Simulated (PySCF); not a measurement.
## Adding and removing an electron: ZnF

PBE0; Zn def2-TZVPPD, F def2-TZVPPD; no relativity (PySCF 2.14). Neutral (UKS): doublet (σ ↑), Re = 1.788 Å, ωe = 597 cm⁻¹, De = 3.03 eV, HOMO -6.86 eV, LUMO -3.61 eV.

ZnF⁺ (UKS): singlet (closed shell), Re = 1.711 Å, ωe = 724 cm⁻¹, De = 2.76 eV to Zn⁺ + F. The energies at the minima are -1878.93283 hartree for ZnF and -1878.58864 for ZnF⁺.

Work out the adiabatic ionisation energy, without and with harmonic zero-point energies (1 hartree = 27.2114 eV, 1 eV = 8065.5 cm⁻¹), and the change of the bond length.

At PBE0: 0.34419 hartree = 9.366 eV between the minima; the zero-point term (724.0 − 597.0)/2 cm⁻¹ = +0.008 eV makes it 9.374 eV. Re changes by -7.7 pm against the neutral. The electron leaves a σ orbital; in so polar a molecule the change of length follows mostly from the change of the ionic charges.

ZnF⁻ (UKS): singlet (closed shell), Re = 1.937 Å, ωe = 398 cm⁻¹, De = 1.56 eV to Zn + F⁻. The energies at the minima are -1878.93283 hartree for ZnF and -1878.99780 for ZnF⁻.

Work out the adiabatic electron affinity, without and with harmonic zero-point energies (1 hartree = 27.2114 eV, 1 eV = 8065.5 cm⁻¹), and the change of the bond length.

At PBE0: 0.06497 hartree = 1.768 eV between the minima; the zero-point term (597.0 − 398.0)/2 cm⁻¹ = +0.012 eV makes it 1.780 eV. Re changes by +14.9 pm against the neutral. The electron enters a σ orbital; in so polar a molecule the change of length follows mostly from the change of the ionic charges.

For an ion De counts to the pair picked by the measured ionisation energies or electron affinities, which need not be the lowest pair at this level. The highest Kohn–Sham level is positive in this anion. Much of that is self-interaction error, but it also means that the finite basis helps to hold the extra electron. States were picked by a PBE0 search and need not be the measured ground states.
